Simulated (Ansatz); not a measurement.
Mg5O4⁺. Total charge 1; doublet. Geometry r2SCAN-D4/def2-SVP; atoms count from 1.

Cartesian coordinates in Å:
```
Mg 2.8472 0.1595 1.5262
Mg -0.9893 -0.0437 -2.1001
Mg -2.2337 0.5799 0.1855
Mg -0.1650 -1.6906 0.3668
Mg 0.8123 1.4872 0.0370
O 1.4921 -0.5913 0.0609
O -1.6591 -1.1215 -0.6044
O -0.8579 1.4458 -0.8683
O 0.7534 -0.2252 1.3963
```

The structure holds 1 bond(s) between oxygen atoms. The charge 1 doublet is spin-contaminated (final ⟨S²⟩ up to 0.93, 0.75 for a pure state). The geometry of the doublet was relaxed on an unsound state (⟨S²⟩ 1.07, where a pure state has 0.75). Another isomer (doublet) lies 4.62 eV lower at PBE0-D4/def2-TZVP; other spin states weren't run for this one.

Estimate the Mulliken populations from the PBE0/def2-TZVP orbitals of Ansatz.


```
atom  charge (e)  spin (α − β)
 Mg1        0.44          0.34
 Mg2        0.87          0.36
 Mg3        0.87          0.36
 Mg4        0.93          0.09
 Mg5        0.89         -0.11
  O6       -0.55          0.01
  O7       -0.94         -0.04
  O8       -0.96         -0.03
  O9       -0.55          0.01
```
Mulliken values and Mayer orders depend strongly on the basis.

Where does the spin sit?

Summed by element: Mg 1.05, O -0.05, of 1 unpaired in all. Largest on single atoms: Mg2 0.36, Mg3 0.36, Mg1 0.34.

And the Mayer bond orders between bonded heavy atoms (over 0.3)?

Mg1–Mg5 0.61 (2.85 Å); Mg2–O7 0.52 (1.96 Å); Mg2–O8 0.58 (1.94 Å); Mg3–O7 0.52 (1.96 Å); Mg3–O8 0.58 (1.94 Å); Mg4–O6 0.37 (2.01 Å); Mg4–O7 0.74 (1.87 Å); Mg4–O9 0.37 (2.01 Å); Mg5–O8 0.56 (1.90 Å); O6–O9 0.78 (1.57 Å).
